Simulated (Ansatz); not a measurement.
`[CH3][Al]([SiH3])[O][SiH3]` + `FCS` → `FC([SiH3])S` + `[CH3][Al]([OH])[SiH3]`  (formal exchange of groups at the Si–O bond)

Gas-phase electronic energies from Ansatz, PBE0-D4/def2-TZVP geometries. CBS: MP2 limit from def2 TZ/QZ plus the TZ coupled-cluster correction, frozen cores. Functionals use def2-TZVPP. Each species was taken in one conformer, which may not be the lowest.

```json
{"level": "ωB97M-V", "ΔE (kJ/mol)": "121.4"}
{"level": "r2SCANh", "ΔE (kJ/mol)": "122.8"}
{"level": "CCSD/def2-SVP", "ΔE (kJ/mol)": "126.7"}
{"level": "HF/def2-QZVPP", "ΔE (kJ/mol)": "158.4"}
```

Task: What does CCSD(T)/CBS give? (Estimate.)

Result: Ansatz gave: +123.7 kJ/mol. The listed levels differ from it by -2.3, -0.9, 3.0, 34.7 kJ/mol.

Largest T1 diagnostic among the species: 0.013.

In def2-TZVPP, CCSD(T) changes the Hartree–Fock value by −30.5 kJ/mol (the triples alone add −4.9 kJ/mol) and MP2 by −29.1 kJ/mol. Leaving LDA and LC-ωPBE aside and taking each functional with its dispersion term where it has one, the values, not all of them listed here, spread over 33.0 kJ/mol, from revPBE-D4 to BHLYP-D4. LDA lies −4.7 kJ/mol from PBE without D4.
